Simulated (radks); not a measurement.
Values are calculated unless marked as measured or tabulated.
Question: All-electron atom: the iridium ion Ir+ in [Kr] 4d10 4f14 5s2 5p4 5d7 6s1 7s2 (not the ground configuration). Level of theory: Dirac Kohn-Sham, LDA (Slater exchange, Perdew-Wang correlation), spin-unpolarised, spherical densities, point nucleus; open shells are shared between the two j in proportion to 2j + 1 (a radial shooting solver on a logarithmic mesh with Libxc functionals). Some entries of the table are withheld. Estimate them.

| orbital | occ. | eigenvalue (eV) | <1/r> (bohr^-1) | <r^2> (bohr^2) |
|---|---|---|---|---|
| 1s1/2 | 2 | -75991.51 | 92.19 | 0.0004198 |
| 2s1/2 | 2 | (1) | 22.56 | 0.006365 |
| 2p1/2 | 2 | -12754.52 | 22.52 | 0.004519 |
| 2p3/2 | 4 | -11128.33 | 18.58 | 0.005712 |
| 3s1/2 | 2 | -3135.795 | 8.279 | 0.04144 |
| 3p1/2 | 2 | -2886.466 | 8.195 | (2) |
| 3p3/2 | 4 | -2530.474 | 7.171 | (3) |
| 3d3/2 | 4 | (4) | 7.070 | 0.03415 |
| 3d5/2 | 6 | (5) | 6.834 | 0.03592 |
| 4s1/2 | 2 | -692.2079 | 3.497 | 0.2026 |
| 4p1/2 | 2 | -587.0591 | 3.388 | 0.2075 |
| 4p3/2 | 4 | -502.6065 | 3.029 | 0.2414 |
| 4d3/2 | 4 | (6) | 2.824 | 0.2578 |
| 4d5/2 | 6 | (7) | 2.740 | 0.2701 |
| 5s1/2 | 2 | -126.3162 | 1.414 | 1.047 |
| 4f5/2 | 6 | -94.2840 | 2.341 | 0.3405 |
| 5p1/2 | 1.33333 | (8) | (9) | 1.227 |
| 4f7/2 | 8 | -91.1408 | 2.309 | 0.3502 |
| 5p3/2 | 2.66667 | (10) | (11) | 1.450 |
| 5d3/2 | 2.8 | -31.9400 | 0.8935 | 2.451 |
| 5d5/2 | 4.2 | -30.2945 | 0.8661 | 2.594 |
| 6s1/2 | 1 | -23.3287 | 0.5481 | 6.199 |
| 7s1/2 | 2 | -6.8546 | 0.2354 | 31.92 |

Answer: 
(1) 2s1/2 eigenvalue (eV): -13310.23
(2) 3p1/2 <r^2> (bohr^2): 0.03787
(3) 3p3/2 <r^2> (bohr^2): 0.04436
(4) 3d3/2 eigenvalue (eV): -2113.055
(5) 3d5/2 eigenvalue (eV): -2036.069
(6) 4d3/2 eigenvalue (eV): -329.9729
(7) 4d5/2 eigenvalue (eV): -314.2882
(8) 5p1/2 eigenvalue (eV): -92.5429
(9) 5p1/2 <1/r> (bohr^-1): 1.293
(10) 5p3/2 eigenvalue (eV): -78.0583
(11) 5p3/2 <1/r> (bohr^-1): 1.168
